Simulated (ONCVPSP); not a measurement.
**Ranking ONCV potentials for Hg**

All share these settings but for the change named:

mercury, optimised norm-conserving Vanderbilt (ONCV), made with ONCVPSP 4.0.1 (PBE, scalar-relativistic). Core [Kr] 4d10 4f14, reference 5s2 5p6 5d10 6s0.5 (charge +1.5). Waves: 5s+6s: rc 1.40 bohr, ncon 4, nbas 9, qcut 7.1 1/bohr, 2 projectors; 5p: rc 1.70 bohr, ncon 5, nbas 9, qcut 6.5 1/bohr, 3 projectors, debl 3.5 Ha; 5d: rc 2.05 bohr, ncon 3, nbas 8, qcut 7.1 1/bohr, 2 projectors, debl 2.5 Ha. Local part: polynomial inside 1.10 bohr (lpopt 5, dvloc0 4 Ha). Core correction: Teter function fitted to the true core (icmod 2), fcfact 0.5.

Cutoff: the first of the cutoffs (Ha) at which the residual kinetic energy of the hardest occupied pseudo-wave falls to 1 and 0.1 mHa per electron; the density cutoff is not measured.

The base gives 23 Ha.

Of 10 variants that were run, those that failed, showed a ghost or another fault, or gave nearly equal values are left out.

A variant can come out equal or close to the base.

**Question.** Rank these variants from softest to hardest (loose cutoff).
A. s: qcut 10.3; p: qcut 9.5; d: qcut 10.3
B. s: qcut 7; p: qcut 6.4; d: qcut 7
C. s: qcut 5.3; p: qcut 4.9; d: qcut 5.3
D. s: qcut 4.5; p: qcut 4.1; d: qcut 4.5
E. s: qcut 8.9; p: qcut 8.1; d: qcut 8.9

**Answer.** B (23 Ha), E (30 Ha), A (36 Ha), C (81 Ha), D (106 Ha).
